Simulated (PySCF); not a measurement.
Radial density of Ca⁺ (calcium, charge +1)

UHF, [Ar] 3d1, 2D determinant (an excited configuration). Calculation: PySCF 2.14, in x2c-QZVPPall (11s7p4d3f, 73 functions); scalar relativity by spin-free X2C-1e.

```
r (bohr)  4πr²ρ (e/bohr)  4πr²(ρα − ρβ)
 0.00130          0.1349         0.0000
 0.00218          0.3523         0.0000
 0.00367          0.9006         0.0000
 0.00617           2.218        -0.0001
  0.0104           5.127        -0.0002
  0.0175           10.64        -0.0005
  0.0294           18.37        -0.0009
  0.0494           23.50        -0.0014
  0.0831           20.09        -0.0027
   0.140           17.45        -0.0064
   0.235           24.38        -0.0009
   0.395           16.12         0.0491
   0.665           5.942         0.1632
    1.12           7.681         0.3233
    1.88           2.539         0.3552
    3.16          0.2701         0.1822
    5.32         0.02985         0.0297
    8.95        0.001157         0.0012
```

Densities and radii are taken from the X2C orbitals without a picture-change correction, which distorts them close to the nucleus.

Problem. Where is the radial spin density 4πr²(ρα − ρβ) most negative, and why is it negative at all?

Solution. Around r = 0.140 bohr, down to -0.0064 e/bohr: exchange with the open shell polarises the paired shells in an unrestricted calculation.
